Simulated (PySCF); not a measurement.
# Ionisation energy of Sc by level of theory

Sc [Ar] 3d1 4s2 (2D) → Sc⁺ [Ar] 3d1 4s1 (3D), as a difference of total energies. Computed with PySCF 2.14 in x2c-SVPall (5s3p3d1f, 36 functions), with the spin-free X2C one-electron Hamiltonian (Gaussian nucleus). Correlated levels: valence: [Ar] frozen. The calculations carry no spin-orbit coupling.

```json
{"method": "UHF", "ionisation energy (eV)": "5.406"}
{"method": "M06-2X", "ionisation energy (eV)": "6.887"}
{"method": "MP2 (valence)", "ionisation energy (eV)": "6.006"}
{"method": "SCS-MP2 (valence)", "ionisation energy (eV)": "6.123"}
```

Errors of the correlated levels include the incompleteness of this basis and the frozen core.

MP2 underrates the near-degeneracy of ns² with np² in the lower species.

Question: Which method comes closest to the reference value, and which is furthest?

Answer: The reference is 6.562 eV (measured; NIST levels, between the centres of gravity of the two terms). Closest: M06-2X (error 0.325 eV); furthest: UHF (error -1.156 eV).
